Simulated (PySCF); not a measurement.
# Ge⁺: ionisation energy

Ge⁺ [Ar] 3d10 4s2 4p1 (2P) → Ge²⁺ [Ar] 3d10 4s2 (1S), as a difference of total energies. All numbers are calculated (PySCF 2.14, scalar relativity by spin-free X2C-1e, in x2c-TZVPPall). Correlated levels: valence: [Ar] 3d10 frozen. The calculations carry no spin-orbit coupling.

```csv
method,ionisation energy (eV)
UHF,15.199
SCS-MP2 (valence),15.426
CCSD (valence),15.512
CCSD(T) (valence),15.532
```

Problem. Estimate what MP2 (valence) gives.

Solution. 15.437 eV, closest to SCS-MP2 (valence) among the rows shown.

Problem. Estimate what CCSDT (valence) gives.

Solution. 15.539 eV, closest to CCSD(T) (valence) among the rows shown.

A first-order spin-orbit estimate (lowest level to lowest level, LS coupling) adds 0.131 eV.

Errors of the correlated levels include the incompleteness of this basis and the frozen core.

For comparison: 15.935 eV (measured; NIST Atomic Spectra Database, ionization energies).
